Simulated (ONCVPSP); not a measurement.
**Cutoff test, bismuth, ONCV**

```json
{
 "Element": "bismuth",
 "Generator": "ONCVPSP 4.0.1",
 "Type": "optimised norm-conserving Vanderbilt (ONCV)",
 "Functional": "BLYP",
 "Relativity": "scalar-relativistic",
 "Frozen core": "[Xe] 4f14 5d10",
 "Valence charge": "5",
 "Reference configuration": "6s2 6p3",
 "Partial waves": "6s: rc 1.80 bohr, ncon 4, nbas 8, qcut 3.1 1/bohr, 2 projectors, debl 3.6 Ha; 6p: rc 2.45 bohr, ncon 5, nbas 8, qcut 4 1/bohr, 2 projectors, debl 3.6 Ha; d scattering state at 0.1 Ha: rc 2.65 bohr, ncon 3, nbas 7, qcut 3.5 1/bohr, 2 projectors, debl 3.9 Ha",
 "Local potential": "polynomial inside 1.60 bohr (lpopt 5, dvloc0 2 Ha)",
 "Core correction": "polynomial model core, fcfact 0.65"
}
```

Question: For each optimised wave give the share of its norm inside rc, the residual kinetic energy above qcut (Ha) and the cutoffs (Ha) for errors of 10, 1, 0.1 and 0.01 mHa per electron.

Answer:

```json
{"wave": "6s", "norm inside rc": "0.329", "residual KE": "1.0e-02", "10 mHa": "5.0", "1 mHa": "18.5", "0.1 mHa": "44.0", "0.01 mHa": "52.1"}
{"wave": "s projector 2", "norm inside rc": "0.101", "residual KE": "2.3e-01", "10 mHa": "13.4", "1 mHa": "41.0", "0.1 mHa": "71.1", "0.01 mHa": "92.5"}
{"wave": "6p", "norm inside rc": "0.340", "residual KE": "9.3e-05", "10 mHa": "3.3", "1 mHa": "6.1", "0.1 mHa": "7.9", "0.01 mHa": "16.7"}
{"wave": "p projector 2", "norm inside rc": "0.132", "residual KE": "7.3e-03", "10 mHa": "7.7", "1 mHa": "12.5", "0.1 mHa": "27.6", "0.01 mHa": "42.9"}
{"wave": "d projector 1", "norm inside rc": "0.049", "residual KE": "2.0e-04", "10 mHa": "0.8", "1 mHa": "2.6", "0.1 mHa": "11.9", "0.01 mHa": "36.0"}
{"wave": "d projector 2", "norm inside rc": "0.154", "residual KE": "2.0e-02", "10 mHa": "7.6", "1 mHa": "25.4", "0.1 mHa": "55.2", "0.01 mHa": "not reached"}
```

The occupied waves need 18 Ha and 44 Ha for 1 and 0.1 mHa. Note: no bound ghost flagged; GHOST(+) flagged for s at 49.7 eV, p at 115.7 eV, d at 126.5 eV. Its largest configuration-test error is -735 meV.
